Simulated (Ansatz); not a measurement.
Relaxation of C2H6ClFOSi (12 atoms, charge 0, multiplicity 1), to a largest force component of 0.02 eV/Å in at most 40 steps.

Method: RKS PBE0-D4/6-31G (Ansatz).

```xyz
12
Properties=species:S:1:pos:R:3
C 0.937 0.257 -1.461
Si 0.461 0.530 0.307
F -0.301 1.954 0.468
Cl 2.256 0.542 1.426
C -0.703 -0.797 0.936
O -2.019 -0.859 0.376
H 1.580 1.097 -1.826
H 1.431 -0.638 -1.648
H -0.006 0.335 -2.055
H -0.836 -0.659 2.057
H -0.248 -1.769 0.828
H -2.475 -0.048 0.627
```

Question: Where does it end, and by what steps?

Answer: The run converged. Limits of this set-up: no polarisation functions. After 6 steps the energy has fallen by 0.393 eV; O6 moved furthest, 0.17 Å.

```csv
step,energy less start (eV),largest force component (eV/Å),accepted
0,0.0000,3.098,yes
1,-0.3330,1.209,yes
2,-0.3862,0.291,yes
3,-0.3911,0.072,yes
4,-0.3926,0.063,yes
5,-0.3932,0.023,yes
6,-0.3933,0.010,yes
```

```xyz
12
Properties=species:S:1:pos:R:3
C 0.906 0.290 -1.511
Si 0.480 0.474 0.303
F -0.330 1.951 0.540
Cl 2.301 0.553 1.480
C -0.698 -0.830 1.031
O -1.940 -0.750 0.280
H 1.467 1.157 -1.869
H 1.510 -0.608 -1.670
H -0.019 0.200 -2.089
H -0.844 -0.692 2.110
H -0.305 -1.835 0.872
H -2.450 0.034 0.557
```

Whether the end is a true minimum wasn't checked by a vibrational analysis.

The run took 33 s on 1 thread of Intel(R) Xeon(R) Platinum 8488C (Sapphire Rapids) (shared host), peak memory 0.22 GiB.
